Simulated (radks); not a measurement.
Problem. The mean radii <r> (bohr) of the occupied orbitals of an atom or ion are listed with their occupations. Method: Dirac Kohn-Sham, LDA (Slater exchange, Perdew-Wang correlation), spin-unpolarised, spherical densities, finite nucleus; Fermi nuclear charge, rms radius of each element as measured or else 0.836 A^(1/3) + 0.57 fm; computed with a radial shooting solver on a logarithmic mesh with Libxc functionals.

| orbital | occ. | <r> |
|---|---|---|
| 1s1/2 | 2 | 0.03188 |
| 2s1/2 | 2 | 0.1381 |
| 2p1/2 | 2 | 0.1172 |
| 2p3/2 | 4 | 0.1222 |
| 3s1/2 | 2 | 0.3798 |
| 3p1/2 | 2 | 0.3717 |
| 3p3/2 | 4 | 0.3825 |
| 3d3/2 | 4 | 0.3558 |
| 3d5/2 | 6 | 0.3593 |
| 4s1/2 | 2 | 0.9416 |
| 4p1/2 | 2 | 1.012 |
| 4p3/2 | 4 | 1.043 |
| 4d3/2 | 4 | 1.366 |
| 4d5/2 | 4 | 1.383 |

Name the element and its charge. Open shells, if any, fill j = l - 1/2 first.

Solution. Z = 46, palladium, charge +2: Pd2+ in [Kr] 4d8. The 1s radius gives Z: for a bare nucleus <r> = (2 gamma + 1)/(2Z) with gamma = sqrt(1 - (Z/c)^2), 0.03135 bohr for Z = 46, and screening makes it slightly larger (0.03188 here). The occupations add up to 44, and the charge is Z minus that.
